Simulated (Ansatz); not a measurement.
## Abstraction of H: C2H7MgN + C2H7BN → C2H6MgN + C2H8BN

Species: C2H7MgN `C[N](C)[MgH]`, singlet; C2H7BN `B[N]CC`, doublet; C2H6MgN `C[N](C)[Mg]`, doublet; C2H8BN `BNCC`, singlet. A radical takes H: the energy is the difference in strength between the Mg–H bond broken and the N–H bond made.

Shapes, held fixed at every level: PBE0-D4/def2-TZVP. Flexible molecules stand in one conformer, not always the lowest. Programs: Ansatz 0.2.0. The zero-point and thermal change to 298 K, harmonic and unscaled (PBE0-D4/def2-TZVP), is +24.8 kJ/mol.

| level | kind | ΔH(298 K) (kJ/mol) | less CCSD(T)/def2-TZVPP |
| --- | --- | --- | --- |
| MP2/def2-TZVPP | perturbation theory | -193.3 | -36.0 |
| HF/def2-SVP | Hartree–Fock | -137.7 | +19.6 |
| SPW92/def2-TZVPP | LDA | -154.7 | +2.6 |
| BHLYP-D4/def2-TZVPP | global hybrid | -144.7 | +12.6 |
| wB97M-V/def2-TZVPP | range-separated hybrid | -139.7 | +17.6 |
| CCSD(T)/def2-SVP | coupled cluster or CI | -152.9 | +4.4 |
| CCSD/def2-SVP | coupled cluster or CI | -151.6 | +5.7 |
| CCSD(T)/def2-TZVPP | coupled cluster or CI | -157.3 | 0.0 |

The highest level, CCSD(T)/def2-TZVPP, gives ΔH(298 K) = -157.3 kJ/mol; the levels span -193.3 to -137.7. The column of differences is taken from that level and isn't an error. No measured value is set beside it here. Open shells run unrestricted. Outer-core shells of Mg are correlated in most correlated rows, in sets that cover them unevenly.
